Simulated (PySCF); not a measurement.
Identify the unknown among the candidates.

All candidates are C6H6FNO.

- UV, first state: lowest singlet excitation: 2.36 eV (526 nm, f = 0.000) [TDDFT wB97X-D/def2-SVPD]
- Polarisability: 89.5 au [wB97X-D/def2-SVPD]
- Dipole: 3.23 D [wB97X-D/def2-SVPD]
- 1H NMR: chemical shifts (computed TMS as zero) by class: 10.83 (1 H), 8.04 (1 H), 5.16 (1 H), 2.24 (3 H) ppm [GIAO PBE0/pcSseg-1]
- 13C NMR: chemical shifts (computed TMS as zero) by class: 263.7 (1 C), 165.3 (1 C), 143.7 (1 C), 134.2 (1 C), 113.6 (1 C), 22.5 (1 C) ppm [GIAO PBE0/pcSseg-1]
- NMR, other nuclei: isotropic shieldings of nuclei other than C and H, by class: -89 (1 N), -273 (1 O), 511 (1 F) ppm [GIAO PBE0/pcSseg-1]
- Rotational structure: rotational constants A, B, C: 2.006, 1.338, 0.807 GHz [GFN2-xTB]
- Triplet: lowest triplet excitation (Tamm–Dancoff): 2.00 eV [TDA wB97X-D/def2-SVPD]

Electronic properties: PySCF, gas phase, density fitting. Levels stand in brackets. One conformer (not necessarily the lowest) at the GFN2-xTB geometry, without solvent, vibrations or thermal averaging. NMR values are class means; diastereotopic atoms form classes of their own.

Question: Which candidate is it?
A. `[H]/N=C\C=C(\C)C(F)=C=O`
B. `CC(=O)/C(=C\C#N)CF`
C. `N#CC1=C[C@H](F)COC1`

Answer: A. It is `[H]/N=C\C=C(\C)C(F)=C=O`. Numbering: `[H]/[N:5]=[CH:4]\[CH:3]=[C:2](\[CH3:1])[C:6]([F:7])=[C:8]=[O:9]`. Its formula, C6H6FNO, gives 4 degrees of unsaturation: 0 rings and 4 π bonds in the structure found. 6 carbons fall into 6 classes; from least to most shielded: central carbon of a ketene [C8] (263.7 ppm), imine carbon [C4] (165.3 ppm), fully substituted alkene carbon [C2] (143.7 ppm), outer carbon of cumulated double bonds [C6] (134.2 ppm), alkene CH carbon [C3] (113.6 ppm), allylic carbon [C1] (22.5 ppm). Hydrogen classes from least to most shielded: 1 H on an imine nitrogen, N5 (10.83 ppm), 1 H on an imine carbon, C4 (8.04 ppm), 1 H on an alkene CH carbon, C3 (5.16 ppm), 3 H on an allylic carbon, C1 (2.24 ppm, a mean of values up to 0.5 ppm apart in this geometry). The other shieldings belong to: -89 ppm, imine nitrogen [N5]; -273 ppm, oxygen bonded to C [O9]; 511 ppm, vinyl fluorine [F7]. S1 is mainly HOMO→LUMO (weight 0.91); the largest Löwdin shares of the orbital it empties are 0.21 on the alkene CH carbon, 0.17 on the outer carbon of cumulated double bonds, 0.13 on the central carbon of a ketene and 0.12 on the oxygen bonded to C, of the orbital it fills 0.40 on the central carbon of a ketene, 0.30 on the oxygen bonded to C, 0.10 on the outer carbon of cumulated double bonds and 0.10 on the vinyl fluorine. The optimised geometry has point group Cs and is an asymmetric top.

The others, at the same levels:
- `CC(=O)/C(=C\C#N)CF` fails: its computed 13C shifts are 201.8 (1 C), 162.4 (1 C), 122.9 (1 C), 110.2 (1 C), 86.1 (1 C), 33.8 (1 C) ppm, 1H shifts are 6.40 (1 H), 5.54 (2 H), 2.93 (3 H) ppm and lowest singlet excitation is 3.64 eV (340 nm, f = 0.000) (against 2.36 eV).
- `N#CC1=C[C@H](F)COC1` fails: its computed 13C shifts are 152.4 (1 C), 121.9 (1 C), 120.2 (1 C), 85.0 (1 C), 69.8 (1 C), 69.4 (1 C) ppm, 1H shifts are 7.14 (1 H), 5.36 (1 H), 4.44 (1 H), 4.36 (1 H), 4.27 (1 H), 3.52 (1 H) ppm and rotational constant A is 2.971 GHz (against 2.006 GHz).

Each candidate is one conformer, not necessarily the lowest. Dipoles, sizes and rotational constants follow the conformer. The torsions of the flexible species, by atom-mapped SMILES:
- `[H]/[N:5]=[CH:4]\[CH:3]=[C:2](\[CH3:1])[C:6]([F:7])=[C:8]=[O:9]`: C2–C3–C4–N5 180°, C1–C2–C6–F7 0°
- `[CH3:1][C:2](=[O:3])/[C:4](=[CH:5]\[C:6]#[N:7])[CH2:8][F:9]`: C1–C2–C4–C5 0°, C2–C4–C8–F9 180°

The conformers of `N#CC1=C[C@H](F)COC1` aren't listed.
